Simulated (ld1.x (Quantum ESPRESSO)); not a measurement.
## Which change was made? (Ti, TM semilocal)

ld1.x (Quantum ESPRESSO) 7.5 input, shortened:

```
&input
   title='Ti', zed=22., rel=1, dft='PBESOL', iswitch=3,
   config='[Ar] 3d2 4s0 4p0'
 /
 &inputp
   pseudotype=1, tm=.true., lloc=2,
   nlcc=.false.
 /
3
3S  1  0   2.00   0.00  1.25  1.25  0.0
3P  2  1   6.00   0.00  1.65  1.65  0.0
3D  3  2   2.00   0.00  1.10  1.10  0.0
 &test
   configts(1)='3s2 3p6 3d2 4s0 4p0'
 /
```

Cutoffs, loose and tight: the cutoffs (Ry, on a coarse ladder) from which the occupation-weighted sum of valence levels, in a spherical-Bessel basis at the reference potential, stays within 10 and 1 mRy of its value at 400 Ry. They do not see the model core or the augmentation charge, which bear on the density cutoff. Test errors are all-electron minus pseudo excitation energies from the reference, over the configurations 3s2 3p6 3d2 4s2 4p0; 3s2 3p6 3d2 4s1 4p0; 3s2 3p6 3d1 4s0 4p0; 3s2 3p5 3d2 4s2 4p0; 3s2 3p6 3d1 4s2 4p1; 3s2 3p6 3d2 4s1.5 4p0; 3s2 3p6 3d2 4s1 4p1; variants that change the core or the reference have their own tests.

The base gives: outcome: generated; cutoff, loose: 140 Ry; cutoff, tight: 160 Ry; bound ghosts: none; largest test error (meV): +607.

After one change the result is: outcome: generated; cutoff, loose: 140 Ry; cutoff, tight: 230 Ry; bound ghosts: none; largest test error (meV): +138. Which change was it?
A. wave 3s (bound): rc 1.25 bohr becomes 3s (bound): rc 1.90 bohr
B. wave 3s (bound): rc 1.25 bohr becomes 3s (bound): rc 0.94 bohr
C. wave 3s (bound): rc 1.25 bohr becomes 3s (bound): rc 1.74 bohr
D. wave 3s (bound): rc 1.25 bohr becomes 3s (bound): rc 1.18 bohr

B. The others give: wave 3s (bound): rc 1.25 bohr becomes 3s (bound): rc 1.90 bohr → outcome: generated; cutoff, loose: 140 Ry; cutoff, tight: 160 Ry; bound ghosts: none; largest test error (meV): +3924 | wave 3s (bound): rc 1.25 bohr becomes 3s (bound): rc 1.18 bohr → outcome: generated; cutoff, loose: 140 Ry; cutoff, tight: 180 Ry; bound ghosts: none; largest test error (meV): +376 | wave 3s (bound): rc 1.25 bohr becomes 3s (bound): rc 1.74 bohr → outcome: generated; cutoff, loose: 140 Ry; cutoff, tight: 160 Ry; bound ghosts: none; largest test error (meV): +3113.
